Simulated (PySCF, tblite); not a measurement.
Isomers of C2H11Si4 (doublet state). Calculated harmonic vibrations of the isolated species, GFN2-xTB (tblite), most abundant isotopes, no scaling. Errors from tens to a few hundred cm⁻¹ against measured bands are possible. Modes of hydrogen on silicon can be 10 to 20 % off. One conformer each. Open shells enter through the occupations alone, without spin polarisation, and single modes of such species can be off by tens of per cent.

Electronic energies: B3LYP/pcH-1 single points on the GFN2-xTB geometries (PySCF, gas phase).

```
                     SMILES  electronic energy, lowest = 0 (kJ/mol)
 C=C[SiH2][SiH][SiH2][SiH3]                                     0.0
C=C[SiH2][SiH2][SiH2][SiH2]                                    12.9
 C=C[SiH][SiH2][SiH2][SiH3]                                     0.2
```

How do GFN2-xTB zero-point energies change the relative energies?

```csv
SMILES,ZPE (kJ/mol),of it from modes above 1550 cm⁻¹,electronic (kJ/mol),"with ZPE, lowest = 0 (kJ/mol)",lowest mode (cm⁻¹),rings
C=C[SiH2][SiH][SiH2][SiH3],274.6,168.1,0.0,0.0,13i,0
C=C[SiH][SiH2][SiH2][SiH3],274.7,168.4,0.2,0.3,12i,0
C=C[SiH2][SiH2][SiH2][SiH2],274.0,167.5,12.9,12.4,15,0
```

The zero-point energies span 0.7 kJ/mol, from `C=C[SiH2][SiH2][SiH2][SiH2]` to `C=C[SiH][SiH2][SiH2][SiH3]`. Slightly imaginary modes are left out of the zero-point energy: `C=C[SiH2][SiH][SiH2][SiH3]` 12.6i, 5.3i cm⁻¹ and `C=C[SiH][SiH2][SiH2][SiH3]` 11.5i cm⁻¹. The order is unchanged.

And how do the electronic energies of GFN2-xTB itself compare?

`C=C[SiH2][SiH][SiH2][SiH3]` 0.0; `C=C[SiH][SiH2][SiH2][SiH3]` 8.5; `C=C[SiH2][SiH2][SiH2][SiH2]` 19.4 kJ/mol, lowest = 0. Against the energies above, taken from the same isomer `C=C[SiH2][SiH][SiH2][SiH3]`, the largest difference is 8.3 kJ/mol.
